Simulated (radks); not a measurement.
Results of a calculation; reference values are marked as such.
How relativity changes the ionisation of neutral germanium ([Ar] 3d10 4s2 4p2) to Ge+ ([Ar] 3d10 4s2 4p1). Spin-unpolarised spherical Kohn-Sham, PBE, point nucleus unless stated (finite: rms radius 4.0742 fm), a radial shooting solver on a logarithmic mesh with Libxc functionals. A level marked "c x" has the speed of light scaled by that factor and shares open shells by 2j + 1; other Dirac levels either fill j = l - 1/2 first or share by 2j + 1.

level                               E(Ge) (hartree)  E(Ge+) (hartree)  IE (eV)   HOMO  <r> HOMO (bohr)
non-rel.                                -2076.63286       -2076.35808    7.477     4p            2.902
scalar-rel.                             -2098.83319       -2098.55962    7.444     4p            2.899
scalar-rel., finite nucleus             -2098.82039       -2098.54682    7.444     4p            2.899
Dirac, 2j+1 shares                      -2098.93258       -2098.65893    7.446  4p3/2            2.919
Dirac, low j first                      -2098.94169       -2098.66489    7.532  4p1/2            2.871
Dirac, 2j+1 shares, finite nucleus      -2098.91977       -2098.64612    7.446  4p3/2            2.919
Dirac, c x 0.75                         -2117.14775       -2116.87494    7.423  4p3/2            2.933
Dirac, c x 1.5                          -2086.39557       -2086.12129    7.463  4p3/2            2.909
Dirac, c x 100                          -2076.63503       -2076.36025    7.477  4p3/2            2.902

NIST Atomic Spectra Database: 7.899 eV (measured). The relativistic part of the total energy of Ge is -22.29 hartree (Dirac, 2j+1 shares, finite nucleus), 1.1 % of the non-relativistic value. Spin polarisation and multiplet splitting of open shells are left out at every level.

Beside tabulated values, note that spin-unpolarised runs miss the spin-polarisation part of the exchange energy of open shells.
